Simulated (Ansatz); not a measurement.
`CN[BH][AlH2]` + `[OH][AlH][Cl]` → `[AlH2][BH]Cl` + `C[NH][AlH][OH]`  (redistribution)

Program: Ansatz. Geometries: PBE0-D4/def2-TZVP. ΔE: electronic, gas phase. CBS: MP2 limit from def2 TZ/QZ plus the TZ coupled-cluster correction, frozen cores. This one scheme is used for every species. DFT in def2-TZVPP. HSE06 is defined as in plane-wave codes. One conformer a species, not always the lowest.

```csv
level,ΔE (kJ/mol)
LDA (SPW92),146.9
HSE06-D4,140.6
B2PLYP,138.4
PBE0,140.9
r2SCAN0,140.8
LC-ωPBE,140.2
CCSD/def2-SVP,144.8
MP2/def2-QZVPP,138.3
```

What does CCSD(T)/CBS give? (Estimate.)

Ansatz gave: +137.2 kJ/mol. The listed levels differ from it by 9.7, 3.4, 1.2, 3.7, 3.6, 3.0, 7.6, 1.1 kJ/mol.

Largest T1 diagnostic among the species: 0.014.

Leaving LDA and LC-ωPBE aside and taking each functional with its dispersion term where it has one, the values, not all of them listed here, spread over 5.2 kJ/mol, from BLYP-D4 to r2SCAN0-D4. LDA lies +7.3 kJ/mol from PBE without D4. At CCSD(T), def2-SVP lies +8.8 kJ/mol from the extrapolated value and def2-TZVPP +0.2 kJ/mol.
